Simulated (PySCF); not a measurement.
Dipole response of He (helium, neutral)

1s1 2s1, high-spin 3S determinant (an excited configuration). Computed with PySCF 2.14 in aug-cc-pVQZ (5s4p3d2f, 46 functions), with the non-relativistic Hamiltonian (point nucleus). Coupled (time-dependent) response in atomic units; α is the mean over directions.

| method | mean α (bohr³) | C₆ (like pair) | S(−4) |
| --- | --- | --- | --- |
| UHF | 34.00 | 115.4 | 2206 |

S(−4) is the Cauchy moment in α(ω) = α(0) + S(−4) ω² + …

α(iu) at UHF:

```json
{"u (hartree)": "0", "α(iu) (bohr³)": "34.00"}
{"u (hartree)": "0.0500", "α(iu) (bohr³)": "29.29"}
{"u (hartree)": "0.100", "α(iu) (bohr³)": "20.89"}
{"u (hartree)": "0.200", "α(iu) (bohr³)": "10.33"}
{"u (hartree)": "0.300", "α(iu) (bohr³)": "6.138"}
{"u (hartree)": "0.500", "α(iu) (bohr³)": "3.232"}
{"u (hartree)": "0.750", "α(iu) (bohr³)": "2.015"}
{"u (hartree)": "1.00", "α(iu) (bohr³)": "1.433"}
{"u (hartree)": "1.50", "α(iu) (bohr³)": "0.8444"}
{"u (hartree)": "2.00", "α(iu) (bohr³)": "0.5543"}
{"u (hartree)": "3.00", "α(iu) (bohr³)": "0.2894"}
{"u (hartree)": "5.00", "α(iu) (bohr³)": "0.1195"}
```

A single London oscillator, α(iu) = α/(1 + u²/ω²), gives C₆ = (3/4) ω α². Matching the computed C₆ needs ω = 4 × 115.4 / (3 × 34.00²) = 0.133 hartree.

The outer electron is Rydberg-like, and this basis confines it to a smaller radius and binds it less than a complete one would.
